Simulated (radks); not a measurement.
Results of a calculation; reference values are marked as such.
Ionisation of neutral aluminium, [Ne] 3s2 3p1, to Al+, [Ne] 3s2, under several functionals. Non-relativistic Kohn-Sham, spin-unpolarised, spherical densities, point nucleus; a radial shooting solver on a logarithmic mesh with Libxc functionals.

functional                                        E(Al) (hartree)  Exc (hartree)  IE (eV)  -e(HOMO) (eV)  <r> HOMO (bohr)  IE error (eV)
Tao-Mo meta-GGA                                        -242.27534      -18.44573    5.670          2.618            3.391         -0.316
LDA (Slater exchange, Perdew-Wang correlation)         -241.31121      -17.43946    5.851          2.792            3.438         -0.135
exchange-only B88                                      -241.87382      -18.02483    5.101          2.108            3.601         -0.885
LDA (Slater exchange, VWN5 correlation)                -241.31557      -17.44404    5.850          2.790            3.438         -0.136
LDA (Slater exchange, Perdew-Zunger correlation)       -241.30901      -17.43739    5.857          2.796            3.436         -0.129
PBE                                                    -242.22496      -18.38922    5.771          2.720            3.445         -0.215
TASK exchange with Perdew-Wang LDA correlation         -242.27780      -18.46159    5.633          2.684            3.297         -0.353
TPSS                                                   -242.37330      -18.54796    5.744          2.695            3.426         -0.242
OLYP                                                   -242.36347      -18.54961    5.632          2.575            3.511         -0.354
revPBE                                                 -242.31068      -18.47908    5.758          2.706            3.448         -0.228
SOGGA                                                  -241.64996      -17.79438    5.676          2.633            3.439         -0.310
exchange-only LDA                                      -240.34686      -16.44300    4.914          1.953            3.619         -1.072

NIST Atomic Spectra Database: 5.986 eV (measured). Closest: LDA (Slater exchange, Perdew-Zunger correlation). The Delta-SCF values span 0.94 eV, the total energies 2.03 hartree. The highest occupied level is 3p. Spin polarisation and multiplet splitting are left out, so open shells lie too high by an amount that depends on their filling.

Beside tabulated values, note that spin-unpolarised runs miss the spin-polarisation part of the exchange energy of open shells.
